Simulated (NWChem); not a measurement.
trisilane (Si3H8); SMILES [SiH3][SiH2][SiH3]

```xyz
11

Si    -1.9249     0.0021     0.4217
Si     0.0000     0.0000    -0.9317
Si     1.9249    -0.0021     0.4217
H     -3.1803     0.0056    -0.4090
H     -1.9277    -1.2211     1.2995
H     -1.9231     1.2231     1.3026
H      0.0014     1.2211    -1.8163
H     -0.0014    -1.2211    -1.8163
H      1.9231    -1.2231     1.3026
H      1.9277     1.2211     1.2995
H      3.1803    -0.0056    -0.4090
```
Atoms are numbered in this order, from 1.

Level: PBE-D3(BJ)/def2-SVP (NWChem), optimised geometry, unscaled harmonic frequencies. 

### Question
List the harmonic frequencies with IR intensities, and the thermochemistry.

### Answer
```
frequency (cm⁻¹)  IR intensity (km/mol)
----------------  ---------------------
82                                  0.0
92                                  1.0
96                                  0.0
298                                13.1
380                                 0.4
401                                 0.0
413                                13.0
451                                 4.1
542                                 3.9
568                                 7.6
676                               218.4
680                                 0.0
825                               255.1
840                               148.8
877                                 0.5
901                                 0.0
903                                32.4
905                                53.1
908                                51.9
2139                               53.1
2150                               13.4
2150                               87.6
2154                               12.6
2166                                0.0
2167                               60.3
2169                              114.0
2171                              195.0
```

```json
{
 "zero_point_energy": "40.2 kcal/mol",
 "thermal correction to the enthalpy at 298.15 K (with zero-point energy)": "45.6 kcal/mol",
 "heat capacity Cv": "27.0 cal/(mol K)",
 "entropy at 298.15 K and 1 atm (symmetry number 2)": "83.7 cal/(mol K)",
 "dipole_moment": "0.07 D"
}
```

Rigid rotor and harmonic oscillator; modes under 100 cm⁻¹ make the entropy uncertain.
